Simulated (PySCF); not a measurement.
Al(F)2(OMe) (CH3AlF2O), SMILES C[O][Al]([F])[F].

Geometry: B3LYP-D3(BJ)/def2-SVP. One conformer was computed; it need not be the lowest.

Method: PBE0/def2-TZVP (PySCF).

The molecule is in vacuum.

Computed frontier levels, gap, dipole moment and polarisability:
| Quantity | Result |
|---|---|
| highest occupied level | -8.73 eV |
| lowest empty level | -1.04 eV |
| orbital gap | 7.69 eV |
| dipole moment | 2.16 D |
| quadrupole, principal values (traceless, Buckingham form, about the centre of nuclear charge) | -7.70, 0.50, 7.20 D·Å |
| mean static polarisability | 35.1 bohr³ (5.20 Å³) |
| polarisability, principal values | 30.8, 32.9, 41.7 bohr³ |
